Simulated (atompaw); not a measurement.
Logarithmic derivatives: palladium, PAW (atompaw)

- Element: Pd (Z = 46)
- Generator: atompaw 4.2.0.5
- Type: PAW
- Functional: PBE
- Relativity: scalar-relativistic
- Frozen core: [Ar] 3d10
- Valence charge: 18
- Reference configuration: 4s2 4p6 4d9 5s0 5p0 (charge +1)
- Partial waves: 4s (bound): rc 1.30 bohr; 5s (bound, empty): rc 1.85 bohr; 4p (bound): rc 1.80 bohr; 5p (bound, empty): rc 2.15 bohr; 4d (bound): rc 2.00 bohr; 4d channel at 2.8 Ry: rc 2.00 bohr
- Local potential: bessel scheme, radius 1.95 bohr
- Core correction: smooth core density matched at 1.50 bohr
- Augmentation charge: besselshape compensation charge, radius 1.85 bohr; PAW radius 2.15 bohr; waves and projectors: custom rrkj vanderbiltortho

The phase is arctan(r·u′/u) with u = r·R(r), unwrapped; energies in Ry, scanned from -9 to 5 Ry. A pole is an energy at which the radial function vanishes at the test radius. The pseudo phase is shifted by a multiple of π to meet the all-electron one at the reference energy, and phase errors are pseudo minus all-electron; the curves can meet again beyond the range given. Levels narrower than the energy grid can be missing from the lists of poles.

Question: For each channel, where are the poles, and over which energies does the pseudopotential scatter like the atom?

Answer:

| channel | radius (bohr) | reference energy (Ry) | poles, all-electron | poles, pseudo | unbroken range about the reference energy with phases within 0.05 rad | phase error 1 Ry above the reference energy (rad) |
| --- | --- | --- | --- | --- | --- | --- |
| s | 2.15 | -0.81 | -7.04, 3.87 | -7.04, 3.96 | the whole range | +0.002 |
| p | 2.15 | -0.46 | -4.43 | -4.43 | the whole range | +0.004 |
| d | 2.15 | -1.07 | -0.44 | -0.43 | the whole range | +0.002 |

Phases in the p channel:

```
E (Ry)  all-electron  pseudo
 -9.00         1.398   1.399
 -8.76         1.395   1.395
 -8.52         1.391   1.392
 -8.28         1.388   1.388
 -8.04         1.384   1.384
 -7.80         1.380   1.380
 -7.56         1.375   1.375
 -7.32         1.370   1.370
 -7.08         1.364   1.365
 -6.84         1.357   1.358
 -6.60         1.350   1.351
 -6.36         1.341   1.342
 -6.12         1.330   1.331
 -5.88         1.316   1.317
 -5.64         1.296   1.297
 -5.40         1.266   1.267
 -5.16         1.208   1.209
 -4.92         1.028   1.029
 -4.68        -0.784  -0.783
 -4.44        -1.567  -1.567
 -4.20        -1.679  -1.679
 -3.96        -1.727  -1.726
 -3.72        -1.756  -1.755
 -3.48        -1.778  -1.777
 -3.24        -1.796  -1.796
 -3.00        -1.814  -1.813
 -2.76        -1.831  -1.831
 -2.52        -1.849  -1.849
 -2.28        -1.868  -1.868
 -2.04        -1.889  -1.889
 -1.80        -1.912  -1.912
 -1.56        -1.939  -1.939
 -1.32        -1.970  -1.970
 -1.08        -2.008  -2.008
 -0.84        -2.054  -2.054
 -0.60        -2.111  -2.111
 -0.36        -2.185  -2.185
 -0.12        -2.283  -2.283
  0.12        -2.416  -2.416
  0.36        -2.602  -2.599
  0.60        -2.854  -2.849
  0.84        -3.170  -3.161
  1.08        -3.501  -3.489
  1.32        -3.786  -3.772
  1.56        -4.001  -3.987
  1.80        -4.155  -4.143
  2.04        -4.268  -4.256
  2.28        -4.352  -4.340
  2.52        -4.416  -4.405
  2.76        -4.466  -4.455
  3.00        -4.507  -4.497
  3.24        -4.541  -4.530
  3.48        -4.569  -4.559
  3.72        -4.594  -4.583
  3.96        -4.615  -4.604
  4.20        -4.634  -4.622
  4.44        -4.651  -4.639
  4.68        -4.666  -4.654
  4.92        -4.680  -4.667
```
